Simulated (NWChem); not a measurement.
# BCl cation, doublet

All runs: NWChem. Spin-unrestricted. Structure relaxed at the PBE0/def2-SVP, spin-unrestricted level. No stability test was run on the SCF state. Total energies compare along this basis series because the functional is fixed.

| level | basis functions | energy (Ha) | highest occupied level (eV) | lowest empty minus highest occupied level, either spin (eV) |
|---|---|---|---|---|
| PBE/3-21G | 22 | -482.0058 | -16.25 | 3.07 |
| PBE/pcseg-1 | 32 | -484.3702 | -16.06 | 3.20 |
| PBE/aug-pcseg-1 | 50 | -484.3739 | -16.02 | 3.22 |
| PBE/pcseg-2 | 64 | -484.4254 | -15.97 | 3.20 |
| PBE/def2-TZVPP | 73 | -484.4164 | -15.96 | 3.22 |
| PBE/def2-QZVP | 127 | -484.4326 | -15.95 | 3.22 |
